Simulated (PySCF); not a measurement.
## A thermochemical cycle for CuN

r²SCAN in PySCF with def2-TZVPPD on every atom, for the lowest determinant that a PBE0 search found; no spin–orbit coupling. CuN, a triplet (π ↑↑), has De = 2.08 eV to neutral atoms, and CuN⁺, a quartet (σ ↑, π ↑↑), has De = 1.27 eV to Cu⁺ (3d10) + N.

At the same level the Cu atom ionises at 8.03 eV.

**Question.** What is the adiabatic ionisation energy of the molecule, and does ionisation strengthen or weaken the bond?

**Answer.** IE = IE(Cu) + De(neutral) − De(ion) = 8.03 + 2.08 − 1.27 = 8.84 eV. De changes by -0.81 eV, so ionisation weakens the bond.

For an ion De counts to the pair picked by the measured ionisation energies or electron affinities, which need not be the lowest pair at this level. With d or f electrons several states lie close, and the lowest PBE0 determinant need not be the measured ground state.
